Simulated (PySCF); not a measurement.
Working out the ionisation energy of Cr⁺

Cr⁺ [Ar] 3d5 (6S) → Cr²⁺ [Ar] 3d4 (5D). Computed with PySCF 2.14 in cc-pVTZ, with the non-relativistic Hamiltonian (point nucleus). Frozen: [Ar]. Energies in hartree (1 hartree = 27.21139 eV):

| part | Cr⁺ (lower) | Cr²⁺ (upper) |
| --- | --- | --- |
| UHF | -1043.138968 | -1042.582806 |
| MP2 opposite-spin | 0.000000 | 0.000000 |
| MP2 same-spin | -0.076291 | -0.040693 |

Q: What does Hartree-Fock give?

A: (-1042.582806) − (-1043.138968) = 0.556162 hartree = 15.134 eV.

Q: What do MP2 and SCS-MP2 (6/5 opposite-spin, 1/3 same-spin) give?

A: The opposite-spin parts differ by 0.000 eV and the same-spin parts by 0.969 eV. MP2: 15.134 + (0.000) + (0.969) = 16.103 eV. SCS-MP2: 15.134 + 1.2 × (0.000) + (0.969)/3 = 15.457 eV.

Reference: 16.486 eV (measured; NIST Atomic Spectra Database, ionization energies), between the lowest levels; spin-orbit coupling is absent from the calculation.

The calculation is non-relativistic.

What remains against the reference includes basis incompleteness, the frozen core and correlation beyond second order.
